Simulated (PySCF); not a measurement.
Species: C4H14N2Si.
InChI=1S/C4H14N2Si/c1-4(2)6(3)5-7/h4-5H,1-3,7H3

Level: PBE0/def2-SVPD in PySCF, non-relativistic, on one gas-phase PBE0-D3(BJ)/def2-SVP geometry that isn't relaxed in the solvent. The solvent is an IEF-PCM continuum (Bondi radii, 1.10 Å for H, scaled by 1.2), and excitations are vertical TDDFT with non-equilibrium linear response and a frozen core. Specific hydrogen bonds and non-electrostatic terms are outside this model.

Gas-phase singlets (H = HOMO, L = LUMO):

| state | E (eV) | λ (nm) | f | leading configurations |
| --- | --- | --- | --- | --- |
| S1 | 5.644 | 220 | 0.009 | H→L 98% |
| S2 | 6.123 | 202 | 0.009 | H-1→L 93% |
| S3 | 6.449 | 192 | 0.001 | H→L+1 52%, H→L+2 40% |
| S4 | 6.495 | 191 | 0.003 | H→L+2 52%, H→L+1 40% |
| S5 | 6.718 | 185 | 0.026 | H→L+3 51%, H→L+4 41% |

How does the list change in water (ε = 78.36)?

| state | E (eV) | λ (nm) | f | leading configurations | change by rank (eV) |
| --- | --- | --- | --- | --- | --- |
| S1 | 5.667 | 219 | 0.005 | H→L 98% | +0.023 |
| S2 | 6.147 | 202 | 0.010 | H-1→L 94% | +0.024 |
| S3 | 6.321 | 196 | 0.001 | H→L+1 92% | -0.128 |
| S4 | 6.565 | 189 | 0.002 | H→L+2 89% | +0.070 |
| S5 | 6.732 | 184 | 0.047 | H→L+3 46%, H→L+4 41% | +0.014 |

How do the frontier levels move from gas to water?

```json
{"orbital": "LUMO+2", "gas (eV)": "1.16", "solvent (eV)": "1.33", "change (eV)": "+0.17"}
{"orbital": "LUMO+1", "gas (eV)": "1.03", "solvent (eV)": "0.98", "change (eV)": "-0.05"}
{"orbital": "LUMO", "gas (eV)": "0.37", "solvent (eV)": "0.50", "change (eV)": "+0.13"}
{"orbital": "HOMO", "gas (eV)": "-6.39", "solvent (eV)": "-6.30", "change (eV)": "+0.09"}
{"orbital": "HOMO-1", "gas (eV)": "-7.03", "solvent (eV)": "-6.96", "change (eV)": "+0.07"}
{"orbital": "HOMO-2", "gas (eV)": "-9.25", "solvent (eV)": "-9.14", "change (eV)": "+0.11"}
{"orbital": "HOMO-3", "gas (eV)": "-9.51", "solvent (eV)": "-9.48", "change (eV)": "+0.03"}
```

The HOMO–LUMO gap goes from 6.77 to 6.80 eV. Rows go by rank; for HOMO-3, HOMO-2 and LUMO the atom shares or the degeneracy differ between the runs, so the row needn't follow one orbital.

Shape of the structure used: `[CH3:1][CH:2]([CH3:3])[N:4]([CH3:5])[NH:6][SiH3:7]`: C1–C2–N4–C5 163°, C2–N4–N6–Si7 126°.
